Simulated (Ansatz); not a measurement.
A nudged elastic band was laid between two geometries of C2H9FOSi2 (15 atoms, charge 0, multiplicity 1).

Computed with RKS B3LYP/STO-3G in Ansatz.

- movable images: 7
- climbing image: yes
- spring: 5.0 eV/Å²
- optimiser: quadratic models (default)
- start path: IDPP
- force threshold: 0.05 eV/Å
- iteration limit: 44
- end points: relaxed

First end point:

```xyz
15
Properties=species:S:1:pos:R:3
C 1.004 -2.197 1.284
C 1.140 -1.012 0.277
O -0.149 -0.316 0.210
Si -0.073 1.039 -0.854
F 0.219 0.471 -2.374
Si -2.056 2.134 -0.661
H 1.958 -2.742 1.359
H 0.224 -2.896 0.948
H 0.732 -1.821 2.282
H 1.451 -1.420 -0.715
H 1.964 -0.340 0.620
H 1.067 1.880 -0.500
H -2.238 2.611 0.690
H -3.173 1.281 -0.995
H -2.091 3.278 -1.543
```

Last end point:

```xyz
15
Properties=species:S:1:pos:R:3
C 0.876 -2.358 1.073
C 1.023 -1.160 0.083
O -0.150 -0.294 0.234
Si -0.057 1.072 -0.814
F -0.082 0.521 -2.368
Si -1.823 2.407 -0.298
H 0.815 -1.992 2.109
H 1.743 -3.031 0.986
H -0.038 -2.928 0.849
H 1.120 -1.564 -0.954
H 1.976 -0.622 0.307
H 1.227 1.745 -0.636
H -1.704 2.901 1.055
H -3.079 1.703 -0.413
H -1.871 3.549 -1.182
```

Q: Which bonds break or form, and what moves?

A: No bond is made or broken. The dihedral H7–C1–C2–O3 goes from -180 to -60°. The two ends are copies of one structure, up to a mirror image or an exchange of like atoms.

Q: What energy profile does the band end with?

A: It converged. The highest image is number 4 of 0 to 8, 0.093 eV above the ends, which have the same energy within 2 meV. A vibrational analysis at the climbing image gives one clearly imaginary mode, 202i cm⁻¹: a first-order saddle point. Limits of this set-up: minimal basis.

```csv
image,path coordinate (Å),energy (eV),dihedral H7–C1–C2–O3 (°)
0,0.00,0.000,-180
1,0.48,0.007,-172
2,0.97,0.034,-157
3,1.45,0.074,-138
4,1.93,0.093,-119
5,2.41,0.074,-101
6,2.89,0.035,-83
7,3.37,0.007,-68
8,3.85,0.000,-60
```

Q: What is the geometry of the highest image?

A: 
```xyz
15
Properties=species:S:1:pos:R:3
C 0.890 -2.346 1.107
C 1.034 -1.155 0.092
O -0.150 -0.298 0.227
Si -0.059 1.063 -0.829
F -0.073 0.502 -2.379
Si -1.835 2.393 -0.332
H 1.715 -2.353 1.835
H 0.876 -3.315 0.587
H -0.058 -2.233 1.657
H 1.136 -1.562 -0.942
H 1.976 -0.597 0.307
H 1.220 1.744 -0.646
H -1.737 2.877 1.026
H -3.088 1.688 -0.472
H -1.868 3.541 -1.209
```

Q: What are the harmonic wavenumbers there?

A: 202i, 50, 61, 79, 109, 188, 288, 298, 389, 536, 604, 625, 787, 878, 886, 924, 962, 1023, 1054, 1123, 1127, 1130, 1208, 1221, 1345, 1491, 1567, 1677, 1683, 1693, 2553, 2644, 2697, 2701, 3214, 3309, 3314, 3482, 3489 cm⁻¹.

Time of the run: 4 min on 1 thread of AMD EPYC (Zen 3), on a shared host, peak memory 0.14 GiB.
